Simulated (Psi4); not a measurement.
C$_{2}$H$_{6}$FGa, singlet, geometry from GFN2-xTB (such geometries of metal compounds can be far from the true shape); R2SCAN/pcseg-3 (Psi4).

Here is a job for Psi4.
```
memory 2 GB

molecule {
0 1
Ga   -0.33909486    0.44259519    0.08119687
H    -1.56892160    1.00540652   -0.71183291
F    -0.03535734    1.48048324    1.46395191
C     0.88019877   -1.18139377   -0.20903631
C     0.51879004   -1.97001895   -1.46614025
H     0.81055752   -1.81482301    0.68220576
H     1.91226804   -0.81694494   -0.25883122
H     0.60722701   -1.34626944   -2.35557712
H    -0.50655292   -2.33616956   -1.41435171
H     1.18164567   -2.82752341   -1.58322355
}

set {
  basis pcseg-3
}

energy('r2scan')
print_variables()
```

**Question.** Predict the main parts of the log of this Psi4 run.

**Answer.** 
```
   => Loading Basis Set <=

    Name: PCSEG-3
    Role: ORBITAL
    Keyword: BASIS

         ---------------------------------------------------------
                                   SCF
               by Justin Turney, Rob Parrish, Andy Simmonett
                          and Daniel G. A. Smith
                              RKS Reference
         ---------------------------------------------------------

  ==> Geometry <==

    Molecular point group: c1
    Full point group: C1

    Geometry (in Angstrom), charge = 0, multiplicity = 1:

       Center              X                  Y                   Z               Mass
    ------------   -----------------  -----------------  -----------------  -----------------
         GA          -0.298399344119     0.335653576263     0.016592696961    68.925573500000
         H           -1.528226084119     0.898464906263    -0.776437083039     1.007825032230
         F            0.005338175881     1.373541626263     1.399347736961    18.998403162730
         C            0.920894285881    -1.288335383737    -0.273640483039    12.000000000000
         C            0.559485555881    -2.076960563737    -1.530744423039    12.000000000000
         H            0.851253035881    -1.921764623737     0.617601586961     1.007825032230
         H            1.952963555881    -0.923886553737    -0.323435393039     1.007825032230
         H            0.647922525881    -1.453211053737    -2.420181293039     1.007825032230
         H           -0.465857404119    -2.443111173737    -1.478955883039     1.007825032230
         H            1.222341185881    -2.934465023737    -1.647827723039     1.007825032230

  Running in c1 symmetry.

  Rotational constants: A =      0.52863  B =      0.07802  C =      0.06975 [cm^-1]
  Rotational constants: A =  15848.05177  B =   2338.87720  C =   2090.90958 [MHz]
  Nuclear repulsion =  264.096141344827799

  Charge       = 0
  Multiplicity = 1
  Electrons    = 58
  Nalpha       = 29
  Nbeta        = 29

  ==> Algorithm <==

  SCF Algorithm Type is DF.
  DIIS enabled.
  MOM disabled.
  Fractional occupation disabled.
  Guess Type is SAD.
  Energy threshold   = 1.00e-06
  Density threshold  = 1.00e-06
  Integral threshold = 1.00e-12

  ==> Primary Basis <==

  Basis Set: PCSEG-3
    Blend: PCSEG-3
    Number of shells: 134
    Number of basis functions: 446
    Number of Cartesian functions: 540
    Spherical Harmonics?: true
    Max angular momentum: 4

  ==> DFT Potential <==

   => LibXC <=

    Version 7.1.2
    S. Lehtola, C. Steigemann, M. J. T. Oliveira, and M. A. L. Marques,  SoftwareX 7, 1–5 (2018) (10.1016/j.softx.2017.11.002)

   => Composite Functional: R2SCAN <=

    r2SCAN Meta-GGA XC Functional  (0.1021/acs.jpclett.0c02405)
    J. W. Furness, A. D. Kaplan, J. Ning, J. P. Perdew, J. Sun  J. Phys. Chem. Lett.  11, 8208–8215, 2020

    Deriv               =              1
    GGA                 =           TRUE
    Meta                =           TRUE

    Exchange Hybrid     =          FALSE
    MP2 Hybrid          =          FALSE

   => Exchange Functionals <=

    1.0000   XC_MGGA_X_R2SCAN

   => Correlation Functionals <=

    1.0000   XC_MGGA_C_R2SCAN

   => LibXC Density Thresholds  <==

    XC_MGGA_C_R2SCAN:  1.00E-15
    XC_MGGA_X_R2SCAN:  1.00E-11

   => Molecular Quadrature <=

    Radial Scheme          =       TREUTLER
    Pruning Scheme         =           NONE
    Nuclear Scheme         =       TREUTLER

    Blocking Scheme        =         OCTREE
    BS radius alpha        =              1
    Pruning alpha          =              1
    Radial Points          =             75
    Spherical Points       =            302
    Total Points           =         216734
    Total Blocks           =           1668
    Max Points             =            256
    Max Functions          =            393
    Weights Tolerance      =       1.00E-15

   => Loading Basis Set <=

    Name: (PCSEG-3 AUX)
    Role: JKFIT
    Keyword: DF_BASIS_SCF

  ==> Integral Setup <==

  SCF_SUBTYPE=INCORE selected. In-core MEM_DF algorithm will be used.
  Using in-core AOs.

  ==> MemDFJK: Density-Fitted J/K Matrices <==

    J tasked:                   Yes
    K tasked:                    No
    wK tasked:                   No
    Algorithm:                 Core
    Schwarz Cutoff:           1E-12
    Mask sparsity (%):      12.1287
    Fitting Condition:        1E-10

   => Auxiliary Basis Set <=

  Basis Set: (PCSEG-3 AUX)
    Blend: DEF2-UNIVERSAL-JKFIT
    Number of shells: 171
    Number of basis functions: 601
    Number of Cartesian functions: 762
    Spherical Harmonics?: true
    Max angular momentum: 5

  Minimum eigenvalue in the overlap matrix is 5.7597872610E-05.
  Reciprocal condition number of the overlap matrix is 4.7417242398E-06.
    Using symmetric orthogonalization.

  ==> Pre-Iterations <==

  SCF Guess: Superposition of Atomic Densities via on-the-fly atomic UHF (no occupation information).

   -------------------------
    Irrep   Nso     Nmo
   -------------------------
     A        446     446
   -------------------------
    Total     446     446
   -------------------------

  ==> Iterations <==

                           Total Energy        Delta E     RMS |[F,P]|

   @DF-RKS iter SAD: -2100.94894272601277   -2.10095e+03   0.00000e+00
   @DF-RKS iter   1: -2102.31716320228134   -1.36822e+00   7.04690e-03 ADIIS/DIIS
   @DF-RKS iter   2: -2045.23498031812755    5.70822e+01   2.12651e-02 ADIIS/DIIS
   @DF-RKS iter   3: -2100.80060275812002   -5.55656e+01   5.13728e-03 ADIIS/DIIS
   @DF-RKS iter   4: -2103.89093863142625   -3.09034e+00   2.80920e-03 ADIIS/DIIS
   @DF-RKS iter   5: -2104.42415011820140   -5.33211e-01   1.52889e-03 ADIIS/DIIS
   @DF-RKS iter   6: -2104.54651369197745   -1.22364e-01   7.76153e-04 ADIIS/DIIS
   @DF-RKS iter   7: -2104.58084406830130   -3.43304e-02   2.17600e-04 ADIIS/DIIS
   @DF-RKS iter   8: -2104.58427687222138   -3.43280e-03   4.55043e-05 DIIS
   @DF-RKS iter   9: -2104.58445062742976   -1.73755e-04   1.85257e-05 DIIS
   @DF-RKS iter  10: -2104.58448148571961   -3.08583e-05   4.98874e-06 DIIS
   @DF-RKS iter  11: -2104.58448372003886   -2.23432e-06   7.76852e-07 DIIS
   @DF-RKS iter  12: -2104.58448378055982   -6.05210e-08   1.59629e-07 DIIS
  Energy and wave function converged.

  ==> Post-Iterations <==

   Electrons on quadrature grid:
      Ntotal   =   58.0000395775 ; deviation = 3.958e-05

    Orbital Energies [Eh]
    ---------------------

    Doubly Occupied:

[...]
    Virtual:

[...]
    Final Occupation by Irrep:
              A
    DOCC [    29 ]
    NA   [    29 ]
    NB   [    29 ]

  @DF-RKS Final Energy: -2104.58448378055982

   => Energetics <=

    Nuclear Repulsion Energy =            264.0961413448277995
    One-Electron Energy =               -3457.6537126971397811
    Two-Electron Energy =                1187.5816901637945193
    DFT Exchange-Correlation Energy =     -98.6086025920423594
    Empirical Dispersion Energy =           0.0000000000000000
    VV10 Nonlocal Energy =                  0.0000000000000000
    Total Energy =                      -2104.5844837805598218

Computation Completed

Properties will be evaluated at   0.000000,   0.000000,   0.000000 [a0]

Properties computed using the SCF density matrix

 Multipole Moments:

 ------------------------------------------------------------------------------------
     Multipole            Electronic (a.u.)      Nuclear  (a.u.)        Total (a.u.)
 ------------------------------------------------------------------------------------

 L = 1.  Multiply by 2.5417464519 to convert [e a0] to [Debye]
 Dipole X            :         -4.3602950            4.4603957            0.1001007
 Dipole Y            :         10.9014369          -11.7212412           -0.8198043
 Dipole Z            :          6.3638277           -7.0808831           -0.7170554
 Magnitude           :                                                    1.0937402

 ------------------------------------------------------------------------------------

  Variable Map:
  ----------------------------------------------------------------------------
[...]
  Array Variable Map:
  ----------------------------------------------------------------------------
[...]
[...]
```
